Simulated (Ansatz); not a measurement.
Consider the ligand exchange at a B–F bond: `CB(F)F` + `C=N` → `C=NB(C)F` + H–F.

Computed with Ansatz on PBE0-D4/def2-TZVP structures; ΔE is electronic, products minus reactants. CBS: MP2 limit from def2 TZ/QZ plus the TZ coupled-cluster correction, frozen cores. This one scheme is used for every species. Functionals use def2-TZVPP. One conformer a species, not always the lowest.

```
   species  B2PLYP energy (Eh)
  `CB(F)F`          -264.53350
     `C=N`           -94.58848
`C=NB(C)F`          -258.65349
       H–F          -100.43758
```

Question: Work out ΔE.

Answer: ΔE = (-258.65349) + (-100.43758) − (-264.53350) − (-94.58848) = 0.03091 Eh = +81.2 kJ/mol. CCSD(T)/CBS gives +77.5 kJ/mol.

Largest T1 diagnostic among the species: 0.013.

From PBE to PBE0 (25 % exact exchange), in def2-TZVPP and without D4, ΔE moves by +4.2 kJ/mol. In def2-TZVPP, CCSD(T) changes the Hartree–Fock value by −18.0 kJ/mol (the triples alone add −2.5 kJ/mol) and MP2 by −23.7 kJ/mol.
